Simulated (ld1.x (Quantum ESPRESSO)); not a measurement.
Li (Z = 3), TM: configuration errors across variants

lithium (Li), norm-conserving Troullier–Martins (Kleinman–Bylander form), made with ld1.x (Quantum ESPRESSO) 7.5 (BLYP, scalar-relativistic). Core none, reference 1s2 2s0 2p1. Waves: 1s (bound): rc 0.70 bohr; 2p (bound): rc 4.20 bohr. Local part: the p channel. Core correction: none.

All-electron excitation energies from the reference (eV): (1) 1s2 2s1 2p0 -1.798; (2) 1s2 2s0 2p0 3.524; (3) 1s2 2s0.5 2p0 0.212; (4) 1s1 2s1 2p0 66.908.

Errors AE − PS in meV (a dash: test not solved or not reliable):

```tsv
change	(1)	(2)	(3)	(4)	bound ghosts
base	+228	+14	+148	+380	none
wave 2p (bound): rc 4.20 bohr becomes 2p (bound): rc 2.66 bohr	+94	+0.8	+65	+517	none
wave 2p (bound): rc 4.20 bohr becomes 2p (bound): rc 3.38 bohr	+169	+3.6	+114	+529	none
wave 2p (bound): rc 4.20 bohr becomes 2p (bound): rc 4.54 bohr	+242	+21	+155	+284	none
wave 2p (bound): rc 4.20 bohr becomes 2p (bound): rc 4.94 bohr	+251	+32	+157	+128	none
wave 2p (bound): rc 4.20 bohr becomes 2p (bound): rc 5.66 bohr	+242	+52	+149	-102	none
wave 2p (bound): rc 4.20 bohr becomes 2p (bound): rc 6.38 bohr	+211	+78	+127	-355	none
```

Task: Give the same row for: wave 2p (bound): rc 4.20 bohr becomes 2p (bound): rc 3.86 bohr.

Result: +209, +8.8, +137, +455; bound ghosts: none.
